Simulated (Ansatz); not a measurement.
`C[CH](C)[Zn][F]` and `CC(C)[O][MgH]` differ in one atom or group.

Ansatz, PBE0-D4/def2-TZVP geometries, multiplicity 1. Each molecule was computed in one conformer, which needn't be the lowest.

Scalar relativity is left out up to krypton.

| property | `C[CH](C)[Zn][F]` |
| --- | --- |
| zero-point energy (PBE0-D4/def2-TZVP) / kJ/mol | 249.2 |
| HOMO–LUMO gap (PBE/def2-TZVPP) / eV | 5.22 |
| HOMO–LUMO gap (PBE0/def2-TZVPP) / eV | 7.15 |
| HOMO–LUMO gap (ωB97M-V/def2-TZVPP) / eV | 10.88 |
| HOMO energy (B3LYP/def2-TZVPP) / eV | -7.53 |
| HOMO energy (PBE0/def2-TZVPP) / eV | -7.66 |

**Question.** Give the same properties after the change, and the shifts. (An estimate is asked.)

**Answer.** Ansatz gave: 
```
                                      property  `CC(C)[O][MgH]`  shift
zero-point energy (PBE0-D4/def2-TZVP) / kJ/mol            269.6   20.4
           HOMO–LUMO gap (PBE/def2-TZVPP) / eV             4.37  -0.85
          HOMO–LUMO gap (PBE0/def2-TZVPP) / eV             6.53  -0.62
       HOMO–LUMO gap (ωB97M-V/def2-TZVPP) / eV            10.24  -0.64
           HOMO energy (B3LYP/def2-TZVPP) / eV            -6.89   0.64
            HOMO energy (PBE0/def2-TZVPP) / eV            -7.09   0.57
```

With PBE0 the HOMO rises by 0.57 eV and the LUMO falls by 0.05 eV, so the gap narrows by about 0.62 eV. PBE moves the HOMO by 0.93 eV and ωB97M-V by 0.34 eV. The zero-point energy changes by 20.4 kJ/mol with +3 modes.

B3LYP here is the variant with VWN-RPA as its local correlation; programs differ in this.
